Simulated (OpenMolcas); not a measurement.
Ti2+ (d2) among equal point charges was computed by CASSCF with the d shell active (OpenMolcas, ANO-RCC-VTZP on the metal). Its lowest spin-free states, and all those of the highest spin:

```
2S+1  Degeneracy  E (cm-1)
   3           1       0.0
   3           2     573.6
   1           1      8530
   1           1      8747
   1           2      9202
   3           1      9249
   3           2      9439
   1           1      9615
   1           1     17983
   3           2     18434
   3           1     19960
   1           1     20024
   3           1     25575
```

Problem. Is the site octahedral, tetrahedral or cube-like, axial, or of lower symmetry?

Solution. The states with 2S+1 = 3 have orbital degeneracies 1, 2, 1, 2, 2, 1, 1. There are pairs but no triples, so the site is axial: not cubic, but with a proper or improper axis of order three or more. The run had Ti2+ among 6 point charges of -2.2 e arranged as a tetragonal octahedron (D4h), 2.07 Å from the ion, with the axial distance 2.111 Å. The active orbitals were held to one l.

Without dynamic correlation the repulsion within the d shell is too large (B by tens of per cent), so at a given field states of lower spin stand too high. Point charges carry no covalency, so the field is a model and not that of real ligands. No measured value stands beside these numbers.
